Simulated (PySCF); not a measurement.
Spin–spin coupling constants

Geometry:
```
atom   x (Å)   y (Å)   z (Å)
  B1  -2.519   0.278  -0.465
  N2  -1.436  -0.554   0.463
  C3  -0.058  -0.182   0.277
  C4   0.478   0.867   1.019
  C5   1.800   1.251   0.808
  C6   2.579   0.596  -0.145
  C7   2.029  -0.446  -0.891
  C8   0.708  -0.836  -0.684
  H9  -2.196   0.049  -1.622
 H10  -3.606  -0.197  -0.153
 H11  -2.386   1.451  -0.144
 H12  -1.564  -1.545   0.257
 H13  -1.710  -0.421   1.437
 H14  -0.143   1.390   1.750
 H15   2.221   2.072   1.391
 H16   3.615   0.900  -0.309
 H17   2.631  -0.959  -1.643
 H18   0.268  -1.639  -1.279
```

Indirect spin–spin couplings were computed at B3LYP/pcJ-1 (spin–dipole term only in couplings to heteroatoms) (PySCF 2.14) on a PBE0-D3(BJ)/def2-SVP structure, for the isolated molecule, without vibrational or relativistic corrections. Couplings are averaged over pairs made equivalent by symmetry, fast rotation or ring inversion, so a value needn't be that of the named pair in this geometry, while other rotamers aren't included; one pair stands for each set, and the list holds a selection of those of at least 0.8 Hz over up to four bonds.

Isotopes: ¹³C, ¹H, ¹¹B, ¹⁵N.

```json
{"pair": "B1, N2", "bonds": "1", "J (Hz)": "-1.9"}
{"pair": "B1, H9", "bonds": "1", "J (Hz)": "?"}
{"pair": "N2, C3", "bonds": "1", "J (Hz)": "-9.2"}
{"pair": "N2, H12", "bonds": "1", "J (Hz)": "-73.4"}
{"pair": "C3, C4", "bonds": "1", "J (Hz)": "71.0"}
{"pair": "C4, C5", "bonds": "1", "J (Hz)": "64.4"}
{"pair": "C4, H14", "bonds": "1", "J (Hz)": "?"}
{"pair": "C5, C6", "bonds": "1", "J (Hz)": "?"}
{"pair": "C5, H15", "bonds": "1", "J (Hz)": "?"}
{"pair": "C6, H16", "bonds": "1", "J (Hz)": "?"}
{"pair": "B1, C3", "bonds": "2", "J (Hz)": "-1.6"}
{"pair": "B1, H12", "bonds": "2", "J (Hz)": "-3.2"}
{"pair": "C3, H12", "bonds": "2", "J (Hz)": "-3.7"}
{"pair": "C4, C6", "bonds": "2", "J (Hz)": "-1.5"}
{"pair": "H12, H13", "bonds": "2", "J (Hz)": "-13.1"}
{"pair": "B1, C4", "bonds": "3", "J (Hz)": "0.8"}
{"pair": "N2, C5", "bonds": "3", "J (Hz)": "-1.6"}
{"pair": "C3, C6", "bonds": "3", "J (Hz)": "8.9"}
{"pair": "C3, H15", "bonds": "3", "J (Hz)": "9.6"}
{"pair": "C4, C7", "bonds": "3", "J (Hz)": "7.1"}
{"pair": "C4, H16", "bonds": "3", "J (Hz)": "?"}
{"pair": "C4, H18", "bonds": "3", "J (Hz)": "5.6"}
{"pair": "C6, H14", "bonds": "3", "J (Hz)": "?"}
{"pair": "H9, H12", "bonds": "3", "J (Hz)": "5.1"}
{"pair": "C5, H18", "bonds": "4", "J (Hz)": "-1.0"}
{"pair": "H14, H18", "bonds": "4", "J (Hz)": "?"}
```

Problem. Estimate the withheld couplings, with signs.

Solution. 
- ¹J(B1,H9) = 113.9 Hz (bond length 1.223 Å)
- ¹J(C4,H14) = 167.3 Hz (bond length 1.093 Å, sp2 carbon)
- ¹J(C5,C6) = 62.2 Hz (bond length 1.394 Å)
- ¹J(C5,H15) = 169.2 Hz (bond length 1.092 Å, sp2 carbon)
- ¹J(C6,H16) = 169.8 Hz (bond length 1.092 Å, sp2 carbon)
- ³J(C4,H16) = 8.6 Hz (dihedral angle 180°)
- ³J(C6,H14) = 7.8 Hz (dihedral angle 179°)
- ⁴J(H14,H18) = 2.3 Hz
